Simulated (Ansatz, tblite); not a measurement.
Cost and result up the ladder for the cluster B4 (4 atoms). The state is a singlet with charge 0. Geometry: PBE-D4/def2-TZVP.

Cartesian coordinates in Å:
```
B -0.841 -0.334 0.174
B 0.840 0.338 -0.169
B 0.487 -0.825 0.769
B -0.486 0.821 -0.774
```

Ansatz on 4 threads of Arm Neoverse V2 on a shared host; xTB runs through tblite on one thread. Times are rough, summed over both states, and most runs start from the orbitals of an earlier one. ωB97M-V/def2-TZVP serves as the yardstick here, not as an exact answer. The other state is a triplet at its own geometry, which has other bonds, so the gap mixes isomer and spin.

The xTB rows come from tblite. B3LYP takes the VWN-RPA correlation. Correlated methods freeze 4 core orbitals. The structure comes from a short search, and lower isomers may exist.

Run but left out: HF/STO-3G (singlet: restricted singlet, unstable in another Hartree–Fock run and untested here); HF/def2-TZVP, HF/def2-TZVPP (singlet: restricted singlet, unstable towards broken spin symmetry); MP2/def2-TZVP, MP2/def2-TZVPP (triplet: ⟨S²⟩ 2.19, where a pure state has 2.00).

Correlated methods converge slowly with the basis.

xTB has no spin-polarisation term.

```tsv
level	functions	wall time	triplet − singlet (eV)	difference from ωB97M-V/def2-TZVP (eV)	remarks
GFN1-xTB	16	0.002 s	0.91	-0.68	–
GFN2-xTB	16	0.002 s	1.32	-0.27	–
PBE-D4/def2-TZVP	124	1.1 s	1.13	-0.46	–
revPBE-D4/def2-TZVP	124	1.1 s	0.98	-0.61	–
B3LYP-D4/def2-TZVP	124	1.2 s	1.22	-0.37	–
RPA@PBE/def2-TZVP	124	1.6 s	1.33	-0.26	–
PBE0-D4/def2-TZVP (with forces)	124	1.9 s	1.09	-0.50	–
r2SCAN-D4/def2-TZVP	124	2.2 s	0.84	-0.75	–
ωB97M-V/def2-TZVP	124	4.2 s	1.59	0.00	–
ωB97X-V/def2-TZVP	124	4.4 s	1.47	-0.12	–
CCSD(T)/def2-TZVPP	124	4.8 s	1.49	-0.10	large T1 (0.025) (singlet), restricted SCF unstable (singlet), spin-contaminated (⟨S²⟩ 2.19) (triplet)
```
